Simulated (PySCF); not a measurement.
Cost of excited-state runs on `C#CCC(=O)O[Si@H](C)Cl`, C$_{5}$H$_{7}$ClO$_{2}$Si

Geometry (Å), atoms numbered from 1 in this order:
```xyz
16

C     4.011   -0.297   -0.297
C     2.975    0.300   -0.288
C     1.717    1.014   -0.275
C     0.594    0.197    0.327
O     0.679   -0.914    0.767
O    -0.551    0.881    0.315
Si   -2.009    0.310    0.882
C    -2.545   -1.234   -0.074
Cl   -3.183    1.882    0.473
H     4.920   -0.819   -0.306
H     1.810    1.939    0.304
H     1.425    1.289   -1.294
H    -1.892    0.122    2.320
H    -1.824   -2.036    0.059
H    -2.621   -1.032   -1.142
H    -3.512   -1.596    0.261
```

PySCF with density fitting, on 1 thread of an Arm Neoverse N1, shared host. Command: `OMP_NUM_THREADS=1 python excited_run.py task.json out`

How long does this run take, and how much memory?
- magnetisability and related constants, BHandHLYP/pcSseg-1; usual settings


```tsv
run	level	basis functions	wall time	peak memory (GiB)
magnetisability and related constants	BHandHLYP/pcSseg-1	202	70 s	0.91
```
Times from a shared host are rough.
